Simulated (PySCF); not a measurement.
CH3BClF.

```xyz
7

B      0.1486     0.2218    -0.3220
F      1.4391     0.4082    -0.5494
Cl    -0.2676    -0.7011     1.1300
C     -0.9286     0.7571    -1.3152
H     -1.9033     0.9343    -0.8397
H     -1.0828    -0.0116    -2.0958
H     -0.5889     1.6701    -1.8287
```

Geometry optimised at B3LYP-D3(BJ)/def2-SVP.

Level of theory: B3LYP/pcSseg-1 run with PySCF. Non-relativistic, no solvent.

Task: Give the absolute GIAO shielding of each atom: isotropic value and principal components (ppm). (Estimate from the structure and the level; the computed values follow.)

Result: 
| atom | σ(iso) | σ11 | σ22 | σ33 | span |
|---|---|---|---|---|---|
| B1 | 48.7 | 5.5 | 68.1 | 72.6 | 67.1 |
| F2 | 178.8 | 6.4 | 144.2 | 385.9 | 379.5 |
| Cl3 | 741.8 | 451.4 | 838.2 | 935.8 | 484.4 |
| C4 | 173.2 | 161.6 | 167.3 | 190.6 | 29.0 |
| H5 | 30.5 | 26.3 | 29.9 | 35.3 | 8.9 |
| H6 | 30.5 | 27.5 | 28.0 | 36.1 | 8.6 |
| H7 | 30.6 | 26.7 | 28.3 | 36.9 | 10.2 |
